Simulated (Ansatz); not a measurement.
Abridged output of a molecular run in Ansatz:

```
Functional definition: HF
2541 factors; integrals over basis functions are off by at most 1.0e-3 eV
mean field evaluation 1: about -18207.6235 eV, gradient 8.5e1 eV
mean field evaluation 2: about -18208.1096 eV, gradient 8.6e1 eV
mean field evaluation 4: about -18220.1099 eV, gradient 8.6e0 eV
mean field evaluation 8: about -18220.3201 eV, gradient 1.2e0 eV
mean field evaluation 16: about -18220.3231 eV, gradient 3.3e-6 eV
mean field -18220.32309887 eV, -669.5845237049 hartree, gradient 3.3e-6 eV, S^2 0.000000; 0 other end points of the search recorded, 0 dependent functions left out
8 core orbitals not correlated: weight in the atoms' cores, before any rotation towards them, 1.000 or more for the frozen orbitals, at most 0.000 for the correlated occupied ones
reference -18220.32309887 eV, -669.5845237049 hartree; 34, 34 occupied and 360, 360 virtual orbitals, 2541 factors
second order -63.49841763 eV of doubles, -0.00000000 eV of singles
cycle   1  -60.43622859 eV  change     3.1e0 eV  update   2.9e-1
cycle   2  -62.41583934 eV  change    -2.0e0 eV  update   1.7e-1
cycle   3  -62.93684436 eV  change   -5.2e-1 eV  update   5.2e-2
cycle   4  -62.93840846 eV  change   -1.6e-3 eV  update   2.0e-2
cycle   5  -62.90523444 eV  change    3.3e-2 eV  update   7.4e-3
cycle   6  -62.90167873 eV  change    3.6e-3 eV  update   3.0e-3
cycle   7  -62.90482869 eV  change   -3.1e-3 eV  update   1.4e-3
cycle   8  -62.90413604 eV  change    6.9e-4 eV  update   5.7e-4
cycle   9  -62.90381819 eV  change    3.2e-4 eV  update   2.6e-4
cycle  10  -62.90450921 eV  change   -6.9e-4 eV  update   1.2e-4
cycle  11  -62.90419647 eV  change    3.1e-4 eV  update   5.9e-5
cycle  12  -62.90407596 eV  change    1.2e-4 eV  update   2.9e-5
cycle  13  -62.90415049 eV  change   -7.5e-5 eV  update   1.4e-5
perturbative correction -2.76446575 eV, -0.1015922423 hartree
Total energy: -18285.99171510 eV, -671.9978008397 hartree
```

Its atoms:

Cartesian coordinates in Å:
```
C -1.9171 0.6863 -1.8735
O -1.2372 -0.1008 -0.9398
W -0.3420 -0.0004 0.6650
O -0.2935 -1.8559 1.0035
F -1.8994 -0.0495 1.7227
F 0.5508 0.4841 2.2466
F -0.6243 1.8579 0.4947
O 1.3341 -0.1057 -0.0857
C 2.6629 -0.2862 0.3167
H -1.8712 1.7359 -1.5705
H -2.9587 0.3613 -1.9252
H -1.4508 0.5611 -2.8535
H -0.9644 -2.2763 1.5477
H 3.3207 0.1967 -0.4077
H 2.8091 0.1487 1.3089
H 2.8809 -1.3569 0.3503
```

Problem. Which basis set was used?
A. def2-TZVPP
B. def2-TZVPPD
C. def2-SVPD
D. cc-pV(D+d)Z

Solution. A. It gives 402 functions.

Problem. Write the keys of the input that set method, charge and spin (a neutral closed shell needs none for the last two).

Solution. 
```yaml
correlation: {method: ccsd_t}
```
